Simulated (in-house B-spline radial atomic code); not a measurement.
Successive ionisation energies of gallium; each step leads to the configuration of the next row (after the last: bare). Dirac energy differences include first-order Breit, QED and recoil terms. NIST's values go from ground level to ground level; the uncertainty of those that are theory runs from under 0.1 % in few-electron ions to several per cent in heavy many-electron ones. Computed with a radial B-spline atomic code at the basis-set limit: Dirac-Hartree-Fock, average of the configuration, finite nuclei.

```csv
ion,configuration,ionisation energy (eV),tabulated value (eV),tabulated kind,computed minus tabulated (eV),highest orbital,largest mean radius (bohr)
Ga19+,[Ne] 3s2,761.4,765.7,semi-empirical,-4,3s1/2,0.54183
Ga20+,[Ne] 3s1,806.6,807.308,semi-empirical,-1,3s1/2,0.53544
Ga21+,[He] 2s2 2p6,2016.4,2010,semi-empirical,6,2p3/2,0.21286
Ga22+,[He] 2s2 2p5,2140.2,2129,semi-empirical,11,2p3/2,0.21061
Ga23+,[He] 2s2 2p4,2266.8,2258,semi-empirical,9,2p3/2,0.20841
Ga24+,[He] 2s2 2p3,2396.4,2391,semi-empirical,5,2p3/2,0.20624
Ga25+,[He] 2s2 2p2,2528.9,2543.9,semi-empirical,-15,2p3/2,0.20412
Ga26+,[He] 2s2 2p1,2664.3,2683,semi-empirical,-19,2p3/2,0.20203
Ga27+,[He] 2s2,2860.7,2868,semi-empirical,-7,2s1/2,0.19998
Ga28+,[He] 2s1,2984.2,2984.426,tabulated theory,0,2s1/2,0.19807
Ga29+,1s2,12694.9,12696.56,tabulated theory,-2,1s1/2,0.048148
Ga30+,1s1,13239.5,13239.5,tabulated theory,0,1s1/2,0.047551
```

Task: Where is the largest jump?

Result: From Ga28+ to Ga29+, by a factor of 4.25 (2984.2 to 12695 eV); the highest orbital goes from 2s1/2 to 1s1/2.

Where a p, d or f electron is removed, the computed value is a mean over both j, so it misses the tabulated one by a part of the spin-orbit splitting; averaging over terms and missing correlation add to the gap, relatively most at low charge.
